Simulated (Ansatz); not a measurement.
Breaking a bond: SMILES [GaH3]. The Ga1–H4 bond (Ga1 also carries H, H; H4 carries nothing else) is pulled apart rigidly from the PBE0/def2-TZVP optimised geometry.

Calculation: full CI/cc-pVDZ, cores with 3d frozen (Ansatz, a quantum-chemistry and plane-wave program).

The batch members p0 to p1 hold the bond at 1.27, 1.35 Å.

Ansatz input:

Ansatz 0.2 input:
```yaml
# input.yaml
basis:
  gaussian: { orbitals: cc-pvdz }
correlation:
  method: fci
  electrons: outside_noble_gas
scf:
  omitted_lower_state_checks: [cluster_reference, increment]
batch:
  members: [p0.yaml, p1.yaml]
  threads_per_member: 4

# p1.yaml, one of the 2 members of this batch
crystal:
  periodic: [false, false, false]
  atoms:
    - { symbol: Ga, position_ang: [0.0, 0.0, 0.0] }
    - { symbol: H, position_ang: [0.0010178, -1.35839293, -0.78428156] }
    - { symbol: H, position_ang: [0.0, 1.35838987, -0.78428421] }
    - { symbol: H, position_ang: [0.0, 0.0, 1.35] }
total_charge: 0
magnetization:
  spin_polarized: false
```

Lines of the output on each member:

```
Member 0: Total energy: -52381.60161580 eV, -1924.9883538558 hartree
Member 0: Checks for a lower state left out: cluster_reference, increment
Member 1: Total energy: -52382.16688289 eV, -1925.0091270382 hartree
Member 1: Checks for a lower state left out: cluster_reference, increment
```
